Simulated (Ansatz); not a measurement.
## Energy profile

The step: Si₂H₃Cl₃ ([SiH3][Si]([Cl])([Cl])[Cl]) + HCl → SiHCl₃ ([Cl][SiH]([Cl])[Cl]) + SiH₃Cl ([SiH3][Cl]); bonds formed: Si1–H6, Si2–Cl7; bonds broken: Si1–Si2, H6–Cl7 (atoms numbered as in the saddle structure below).

```tsv
atom	x (Å)	y (Å)	z (Å)
Si1	-0.9084	0.3950	-0.8758
Si2	0.7563	-0.7438	0.7681
Cl3	-0.3862	-0.5894	-2.5707
Cl4	-2.6365	-0.3221	-0.0912
Cl5	-1.1594	2.3575	-1.3210
H6	0.3755	0.8671	0.2564
Cl7	1.5160	1.6287	1.2405
H8	-0.0791	-1.7998	0.0988
H9	2.1312	-0.9870	0.3021
H10	0.3905	-0.8060	2.1928
```

Electronic energies by CCSD(T) at an estimated basis limit (MP2 extrapolated from triple and quadruple zeta, plus CCSD(T) − MP2 in triple zeta), on PBE0-D4/def2-TZVP structures; Si₂H₄Cl₄, singlet; no counterpoise correction. Program: Ansatz 0.2.0. Basis: def2-TZVPP and def2-QZVPP. Cores are frozen in the correlated methods. Extrapolation: Hartree–Fock as exp(−7.88 √X), correlation as X^−2.97.

Give the profile in kJ/mol, counted from the separated reactants. (To be estimated.)

The calculation gives:
| point | kJ/mol |
| --- | --- |
| separated: Si₂H₃Cl₃ (linked as [SiH3][Si]([Cl])([Cl])[Cl]; Si1, Si2, Cl3, Cl4, Cl5, H8, H9, H10; singlet) + HCl (H6, Cl7; singlet) | 0.0 |
| start structure | -9.6 |
| saddle | 179.5 |
| end structure | -99.9 |
| separated: SiHCl₃ (linked as [Cl][SiH]([Cl])[Cl]; Si1, Cl3, Cl4, Cl5, H6; singlet) + SiH₃Cl (linked as [SiH3][Cl]; Si2, Cl7, H8, H9, H10; singlet) | -88.9 |

The T1 diagnostic stays at or below 0.012. The end structure is not quite a true minimum (one mode of 39i cm⁻¹).

For scale, one of the runs: CCSD(T)/def2-TZVPP, 308 basis functions, launched by `ansatz run in.yaml --threads 2 --pin off --events-out ev --progress --plain --max-ram 32768MiB --backend cuda --devices 0, --max-vram 18GiB`. The run took 18 s on 2 CPU threads of an AMD EPYC 7R13 and a share of one NVIDIA H100 (shared host), with 0.85 GiB of host memory at its peak.
